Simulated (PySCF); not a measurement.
C2H5I, SMILES CCI.

Geometry optimised at PBE0-D3(BJ)/def2-SVP. The def2 effective core potentials stand for the cores of I; spin–orbit coupling is left out.

Computed with PBE/def2-TZVPD in PySCF.

Gas-phase values at a fixed geometry.

Computed frontier levels, gap, dipole moment and polarisability:
- highest occupied level = -6.08 eV
- lowest empty level = -1.78 eV
- orbital gap = 4.30 eV
- dipole moment = 2.01 D
- quadrupole, principal values (traceless, Buckingham form, about the centre of nuclear charge) = -2.39, -2.27, 4.66 D·Å
- mean static polarisability = 65.8 bohr³ (9.74 Å³)
- polarisability, principal values = 56.3, 59.0, 82.0 bohr³
